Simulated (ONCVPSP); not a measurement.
**antimony (Sb): from the effect back to the setting (ONCV)**

Base potential:

ONCVPSP 4.0.1 input, shortened (lines: element, Z, core and valence counts, functional; n l f; lmax; l rc ep ncon nbas qcut; lloc lpopt rc5 dvloc0; l nproj debl; icmod fcfact rcfact), PBE, scalar-relativistic:

```
  Sb 51.00    6    5        4      upf
    1    0    2.00
    2    0    2.00
    2    1    6.00
    3    0    2.00
    3    1    6.00
    3    2   10.00
    4    0    2.00
    4    1    6.00
    4    2   10.00
    5    0    1.00
    5    1    4.00
    2
    0    1.35    0.00    4    8    9.00
    1    1.40    0.00    4    8   10.60
    2    1.30    0.00    5   10    9.40
    2    5    1.30    0.00
    0    2    0.90
    1    2    2.00
    2    0    2.00
    0    0.00    0.00
```

Cutoffs, loose and tight: the cutoffs (Ha) at which the residual kinetic energy of the hardest occupied pseudo-wave falls to 1 and 0.1 mHa per electron. They do not see the model core or the augmentation charge, which bear on the density cutoff. Test errors are all-electron minus pseudo excitation energies from the reference, over the configurations 4s2 4p6 4d10 5s2 5p3; 4s2 4p6 4d10 5s2 5p2; 4s2 4p6 4d10 5s2 5p1; 4s2 4p6 4d10 5s0 5p5; variants that change the core or the reference have their own tests.

Only the scale of all radii (base = 1) is moved:

```json
{"scale of all radii (base = 1)": "0.81", "cutoff, loose": "48 Ha", "cutoff, tight": "203 Ha", "bound ghosts": "none", "largest test error (meV)": "-4.1"}
{"scale of all radii (base = 1)": "0.97", "cutoff, loose": "42 Ha", "cutoff, tight": "101 Ha", "bound ghosts": "none", "largest test error (meV)": "-3.7"}
{"scale of all radii (base = 1)": "1.07", "cutoff, loose": "39 Ha", "cutoff, tight": "51 Ha", "bound ghosts": "none", "largest test error (meV)": "-3.9"}
{"scale of all radii (base = 1)": "1.2", "cutoff, loose": "37 Ha", "cutoff, tight": "42 Ha", "bound ghosts": "none", "largest test error (meV)": "-4.5"}
{"scale of all radii (base = 1)": "1.27", "cutoff, loose": "35 Ha", "cutoff, tight": "40 Ha", "bound ghosts": "p", "largest test error (meV)": "-6.0"}
```

Q: One more run gave cutoff, loose: 45 Ha; cutoff, tight: 161 Ha; bound ghosts: none; largest test error (meV): -3.8. Which value of the scale of all radii (base = 1) was used?

A: 0.9. The tight cutoff moves one way along this sweep, from 203 Ha at 0.81 to 40 Ha at 1.27, which places the run between 0.81 and 0.97.
